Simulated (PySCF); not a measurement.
C2H3O2, doublet, geometry from GFN2-xTB; BLYP/STO-3G in PySCF.

Here is a job for PySCF.
```python
from pyscf import gto, scf, dft

mol = gto.M(
    atom='''
C     0.04765939    0.08243276   -0.05118241
O     0.27214038    1.15850639   -0.57845970
O    -1.15674511   -0.20174152    0.49367599
H    -1.74941322    0.55735887    0.38773571
C     0.98018779   -0.98897084    0.06432854
H     0.69019151   -1.90286014    0.54732555
H     1.96897649   -0.86938916   -0.33566831
''',
    basis='sto-3g',
    spin=1,
    verbose=4,
)

mf = dft.UKS(mol)
mf.xc = 'blyp'
mf.level_shift = 0.5
mf.max_cycle = 100
mf.kernel()
```

**Question.** Write the output that PySCF gives for this input, abridged.

**Answer.** 
```
PySCF version 2.14.0

[INPUT] verbose = 4
[INPUT] num. atoms = 7
[INPUT] num. electrons = 31
[INPUT] charge = 0
[INPUT] spin (= nelec alpha-beta = 2S) = 1
[INPUT] symmetry False subgroup None
[INPUT] Mole.unit = angstrom
[INPUT] Symbol           X                Y                Z      unit          X                Y                Z       unit  Magmom
[INPUT]  1 C      0.047659390000   0.082432760000  -0.051182410000 AA    0.090063194364   0.155775340092  -0.096720737295 Bohr   0.0
[INPUT]  2 O      0.272140380000   1.158506390000  -0.578459700000 AA    0.514270785635   2.189259790659  -1.093130407098 Bohr   0.0
[INPUT]  3 O     -1.156745110000  -0.201741520000   0.493675990000 AA   -2.185931453830  -0.381236220753   0.932912415374 Bohr   0.0
[INPUT]  4 H     -1.749413220000   0.557358870000   0.387735710000 AA   -3.305911864493   1.053255617397   0.732714300614 Bohr   0.0
[INPUT]  5 C      0.980187790000  -0.988970840000   0.064328540000 AA    1.852286473743  -1.868884032781   0.121563322593 Bohr   0.0
[INPUT]  6 H      0.690191510000  -1.902860140000   0.547325550000 AA    1.304272927400  -3.595884517952   1.034295390477 Bohr   0.0
[INPUT]  7 H      1.968976490000  -0.869389160000  -0.335668310000 AA    3.720826311807  -1.642907408066  -0.634321174596 Bohr   0.0

nuclear repulsion = 113.963193783785
number of shells = 15
number of NR pGTOs = 69
number of NR cGTOs = 23
basis = sto-3g
ecp = {}

******** <class 'pyscf.dft.uks.UKS'> ********
method = UKS
initial guess = minao
damping factor = 0
level_shift factor = 0.5
DIIS = <class 'pyscf.scf.diis.CDIIS'>
diis_start_cycle = 1
diis_space = 8
diis_damp = 0
SCF conv_tol = 1e-09
SCF conv_tol_grad = None
SCF max_cycles = 100
direct_scf = True
direct_scf_tol = 1e-13
number electrons alpha = 16  beta = 15
XC library pyscf.dft.libxc version 7.1.2
    S. Lehtola, C. Steigemann, M. J. T. Oliveira, and M. A. L. Marques,  SoftwareX 7, 1–5 (2018)
XC functionals = blyp
    A. D. Becke,  Phys. Rev. A 38, 3098 (1988)
    C. Lee, W. Yang, and R. G. Parr,  Phys. Rev. B 37, 785 (1988)
    B. Miehlich, A. Savin, H. Stoll, and H. Preuss,  Chem. Phys. Lett. 157, 200 (1989)
radial grids:
    Treutler-Ahlrichs [JCP 102, 346 (1995); DOI:10.1063/1.469408] (M4) radial grids

becke partition: Becke, JCP 88, 2547 (1988); DOI:10.1063/1.454033
pruning grids: <function nwchem_prune>
grids dens level: 3
symmetrized grids: False
atomic radii adjust function: <function treutler_atomic_radii_adjust>
small_rho_cutoff = 0
Set gradient conv threshold to 3.16228e-05
tot grids = 85824
init E= -225.905688342493

cycle= 1 E= -224.953993021532  delta_E= 0.952  |g|= 0.603  |ddm|= 2.52
cycle= 2 E= -225.117330804897  delta_E= -0.163  |g|= 0.492  |ddm|=  1.3
cycle= 3 E= -225.202237840668  delta_E= -0.0849  |g|= 0.244  |ddm|= 0.32
cycle= 4 E= -225.224029272331  delta_E= -0.0218  |g|= 0.135  |ddm|= 0.151
cycle= 5 E= -225.232223079159  delta_E= -0.00819  |g|= 0.0609  |ddm|= 0.0939
cycle= 6 E= -225.233999279702  delta_E= -0.00178  |g|= 0.0297  |ddm|= 0.0427
cycle= 7 E= -225.234493912545  delta_E= -0.000495  |g|= 0.0148  |ddm|= 0.0242
cycle= 8 E= -225.234628422605  delta_E= -0.000135  |g|= 0.00838  |ddm|= 0.0132
cycle= 9 E= -225.234673589621  delta_E= -4.52e-05  |g|= 0.0054  |ddm|= 0.00834
cycle= 10 E= -225.234696203081  delta_E= -2.26e-05  |g|= 0.00292  |ddm|= 0.00636
cycle= 11 E= -225.234704614773  delta_E= -8.41e-06  |g|= 0.00169  |ddm|= 0.00419
cycle= 12 E= -225.234708209022  delta_E= -3.59e-06  |g|= 0.00107  |ddm|= 0.00283
cycle= 13 E= -225.23471005478  delta_E= -1.85e-06  |g|= 0.000689  |ddm|= 0.00208
cycle= 14 E= -225.234711097421  delta_E= -1.04e-06  |g|= 0.000451  |ddm|= 0.00161
cycle= 15 E= -225.234711701042  delta_E= -6.04e-07  |g|= 0.000346  |ddm|= 0.00125
cycle= 16 E= -225.234712082202  delta_E= -3.81e-07  |g|= 0.000295  |ddm|= 0.000994
cycle= 17 E= -225.234712323819  delta_E= -2.42e-07  |g|= 0.000307  |ddm|= 0.00084
cycle= 18 E= -225.234712486503  delta_E= -1.63e-07  |g|= 0.000296  |ddm|= 0.000628
cycle= 19 E= -225.234712583954  delta_E= -9.75e-08  |g|= 0.000317  |ddm|= 0.000538
cycle= 20 E= -225.23471265314  delta_E= -6.92e-08  |g|= 0.000333  |ddm|= 0.000426
cycle= 21 E= -225.234712732829  delta_E= -7.97e-08  |g|= 0.000256  |ddm|= 0.00034
cycle= 22 E= -225.234712779826  delta_E= -4.7e-08  |g|= 0.000233  |ddm|= 0.0003
cycle= 23 E= -225.234712808842  delta_E= -2.9e-08  |g|= 0.000228  |ddm|= 0.000253
cycle= 24 E= -225.234712830236  delta_E= -2.14e-08  |g|= 0.000221  |ddm|= 0.000207
cycle= 25 E= -225.234712849008  delta_E= -1.88e-08  |g|= 0.000201  |ddm|= 0.000173
cycle= 26 E= -225.234712865631  delta_E= -1.66e-08  |g|= 0.000172  |ddm|= 0.000145
cycle= 27 E= -225.234712876941  delta_E= -1.13e-08  |g|= 0.000151  |ddm|= 0.00012
cycle= 28 E= -225.234712885563  delta_E= -8.62e-09  |g|= 0.000131  |ddm|= 9.96e-05
cycle= 29 E= -225.23471289123  delta_E= -5.67e-09  |g|= 0.000118  |ddm|= 8.34e-05
cycle= 30 E= -225.234712895961  delta_E= -4.73e-09  |g|= 0.000103  |ddm|= 7.04e-05
cycle= 31 E= -225.234712899657  delta_E= -3.7e-09  |g|= 8.72e-05  |ddm|= 5.9e-05
cycle= 32 E= -225.234712902312  delta_E= -2.65e-09  |g|= 7.44e-05  |ddm|= 5.01e-05
cycle= 33 E= -225.234712904077  delta_E= -1.77e-09  |g|= 6.54e-05  |ddm|= 4.21e-05
cycle= 34 E= -225.234712905417  delta_E= -1.34e-09  |g|= 5.72e-05  |ddm|= 3.59e-05
cycle= 35 E= -225.234712906427  delta_E= -1.01e-09  |g|= 4.97e-05  |ddm|= 3.05e-05
cycle= 36 E= -225.234712907144  delta_E= -7.17e-10  |g|= 4.39e-05  |ddm|= 2.61e-05
cycle= 37 E= -225.234712907735  delta_E= -5.91e-10  |g|= 3.77e-05  |ddm|= 2.24e-05
cycle= 38 E= -225.234712908159  delta_E= -4.23e-10  |g|= 3.26e-05  |ddm|= 1.91e-05
cycle= 39 E= -225.234712908475  delta_E= -3.16e-10  |g|= 2.82e-05  |ddm|= 1.63e-05
Extra cycle  E= -225.234712899024  delta_E= 9.45e-09  |g|= 0.000127  |ddm|= 0.000256
converged SCF energy = -225.234712899024  <S^2> = 0.75790781  2S+1 = 2.0078922
```
